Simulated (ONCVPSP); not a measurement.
# Hg: ONCV pseudisation with PBEsol, fully relativistic reference atom.

```
Element                 : Hg (Z = 80)
Generator               : ONCVPSP 4.0.1
Type                    : optimised norm-conserving Vanderbilt (ONCV)
Functional              : PBEsol
Relativity              : fully relativistic
Frozen core             : [Xe] 4f14
Valence charge          : 12
Reference configuration : 5d10 6s1.5 (charge +0.5)
Partial waves           : 6s: rc 1.90 bohr, ncon 3, nbas 6, qcut 3.3 1/bohr, 3 projectors, debl 0.9 Ha; p scattering state at 0.21 Ha: rc 1.75 bohr, ncon 5, nbas 7, qcut 5.5 1/bohr, 3 projectors, debl 3.4 Ha; 5d: rc 1.30 bohr, ncon 3, nbas 7, qcut 7.3 1/bohr, 2 projectors, debl 1.7 Ha
Local potential         : polynomial inside 1.05 bohr (lpopt 5, dvloc0 0 Ha)
Core correction         : none
```

Open shells are filled in proportion to 2j + 1.

All-electron outer shells of the reference configuration (PBEsol, scalar-relativistic, ld1.x):

```json
{"shell": "5p", "level (eV)": "-70.95", "outermost node (bohr)": "0.51", "outermost maximum (bohr)": "0.93"}
{"shell": "5d", "level (eV)": "-14.24", "outermost node (bohr)": "0.55", "outermost maximum (bohr)": "1.17"}
{"shell": "6s", "level (eV)": "-10.71", "outermost node (bohr)": "1.08", "outermost maximum (bohr)": "2.16"}
```

Task: Does this generation succeed?

Result: No. ONCVPSP 4.0.1 stopped with "ERROR pspot: first pseudo wave function has node, program will stop": the optimised pseudo-wave of the first projector has a node, so the radial equation cannot be inverted for a potential. It happened in the s channel.
